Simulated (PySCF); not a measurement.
A side-by-side comparison of computed properties.

First species: CH6Cl2Ge2.
SMILES with atom numbers: `[Cl:1][GeH2:2][CH2:3][GeH2:4][Cl:5]` (hydrogens: H6, H7 on Ge2; H8, H9 on C3; H10, H11 on Ge4)

Second species: C₅H₁₃BGeO.
InChI=1S/C5H13BGeO/c7-8-6-4-2-1-3-5-6/h1-5H2,7H3

Levels: B3LYP/def2-SVPD for HOMO energy, LUMO energy, HOMO–LUMO gap and static isotropic polarisability; TDDFT B3LYP/def2-SVPD for lowest singlet excitation. Geometries: PBE0-D3(BJ)/def2-SVP. Each structure is a single optimised conformer of the isolated species, non-relativistic unless stated. Electronic properties by PySCF.

The conformers computed, where there is a choice (atom-mapped SMILES and torsion angles):
- `[Cl:1][GeH2:2][CH2:3][GeH2:4][Cl:5]`: Cl1–Ge2–C3–Ge4 -60°, Ge2–C3–Ge4–Cl5 -55°

The conformers of `[GeH3][O]B1CCCCC1` aren't listed.

```json
{"property": "HOMO energy", "column X": "-8.37 eV", "column Y": "-7.06 eV"}
{"property": "LUMO energy", "column X": "-0.73 eV", "column Y": "-0.27 eV"}
{"property": "HOMO–LUMO gap", "column X": "7.64 eV", "column Y": "6.79 eV"}
{"property": "lowest singlet excitation", "column X": "6.65 eV", "column Y": "5.78 eV"}
{"property": "static isotropic polarisability", "column X": "100.2 au", "column Y": "105.4 au"}
```

Q: Which column belongs to which species?

A: Column X is the first species and column Y the second. The first has 11 atoms and 110 electrons, the second 21 and 88.

Q: How does each property change from the first species to the second?

A: HOMO energy +1.31 eV; LUMO energy +0.46 eV; HOMO–LUMO gap -0.85 eV; lowest singlet excitation -0.87 eV; static isotropic polarisability +5.2 au.

On the first: S1 lies 0.99 eV below the HOMO–LUMO gap; its leading configuration is HOMO→LUMO, weight 0.49, beside HOMO→LUMO+1, weight 0.29. The polarisability is 14.85 Å³ as a volume (1 au = 0.148185 Å³), or 0.91 au for each of the 110 electrons. The calculation is non-relativistic and has no spin–orbit coupling, an omission that weighs most on germanium.

On the second: No computed singlet falls in the visible range (750 to 380 nm, 1.65 to 3.26 eV); S1 lies 2.52 eV above its blue end. The 10 singlets span 5.78 to 7.59 eV, and their oscillator strengths add up to 0.11. Relativistic effects, spin–orbit coupling among them, are left out although an element past zinc is present.
